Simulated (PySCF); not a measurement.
## Electronic structure of Ar¹⁴⁺ (argon, charge +14) at the PBE0 level

Configuration: [He] 2s2, closed-shell 1S. All numbers are calculated (PySCF 2.14, scalar relativity by spin-free X2C-1e, in an uncontracted even-tempered set (19 s from 2.4 bohr⁻², ratio 2.2; 9 p from 3.8 bohr⁻², ratio 2.4; 6 d from 11 bohr⁻², ratio 2.4; 5 f from 17 bohr⁻², ratio 2.4; 4 g from 26 bohr⁻², ratio 2.4)).

```
Total energy                : -379.1757 hartree
One-electron energy         : -406.0136 hartree
Hartree (Coulomb) energy    : 41.1388 hartree
Exchange-correlation energy : -14.3009 hartree
⟨S²⟩                        : 0.0000
⟨L²⟩                        : 0.000
Sum of ⟨r⟩                  : 0.8936 bohr
Sum of ⟨r²⟩                 : 0.3258 bohr²
```

```csv
shell,electrons,mean orbital energy (hartree),"rms radius, mean of both spins (bohr)"
1s,2,-141.67618,0.0982
2s,2,-30.60905,0.391
```

Densities and radii are taken from the X2C orbitals without a picture-change correction, which distorts them close to the nucleus.
